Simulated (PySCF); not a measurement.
**Telling isomers of C8H8FN apart by NMR**

PySCF 2.14.0 with density-fitted response routines calculation with geometry from GFN2-xTB and shieldings: GIAO PBE0/pcSseg-1; gas phase, single conformer, fast rotation and ring inversion assumed for equivalent nuclei, relativity neglected.

δ = σ(ref) − σ, references computed at the same level: 1H (σ = 31.72 ppm) and 13C (σ = 186.93 ppm) against TMS. Splittings of carbon signals by F and P are missing where no couplings were computed. Where no couplings were computed, multiplicities follow the n + 1 count of equivalent neighbours, and m marks all less simple cases (inequivalent or close neighbours, rings, F or P nearby). Shifts are as computed. Against solution values, carbons near 30 ppm lie about +3 ppm off and those near 130 ppm about +5 ppm. Of 1211 compounds with measured shifts, 218 miss one by over three times the rms of a fit or turn the order of signals round; such compounds aren't used in these exercises.

(1) Tabulate the signals of `C=Nc1cccc(CF)c1`, `C=Nc1ccc(C)cc1F` and their relative energies.

(2) What is the quickest way to tell C=Nc1cccc(CF)c1 from C=Nc1ccc(C)cc1F?

Results:

(1) 
```json
{"SMILES": "C=Nc1cccc(CF)c1", "carbon types": "2×C 4×CH 2×CH2", "δC": "157.0, 154.6, 145.7, 135.5, 126.1, 123.6, 119.0, 87.2", "δH": "7.75 (d, 1H), 7.73 (m, 1H), 7.73 (m, 1H), 7.45 (d, 1H), 7.11 (m, 1H), 6.79 (d, 1H), 5.97 (m, 2H)", "E rel. (kcal/mol)": "2.6"}
{"SMILES": "C=Nc1ccc(C)cc1F", "carbon types": "3×C 3×CH 1×CH2 1×CH3", "δC": "161.0, 159.7, 141.9, 141.2, 132.8, 130.0, 122.1, 23.6", "δH": "7.83 (m, 1H), 7.79 (m, 1H), 7.41 (m, 1H), 7.26 (m, 1H), 7.26 (m, 1H), 2.48 (s, 3H)", "E rel. (kcal/mol)": "0.0"}
```

Energies are electronic energies at PBE0/pcSseg-1 on these geometries, without zero-point or thermal terms, each for the one conformer computed, which needn't be the lowest.

(2) Both give the same number of carbon signals, but DEPT or the intensities differ. The first has an sp3 CH2 bonded to F, on an aromatic ring at 87.2 ppm, the second a methyl carbon on an aromatic ring (CH3) at 23.6 ppm. Their most deshielded carbons lie at 157.0 and 161.0 ppm.
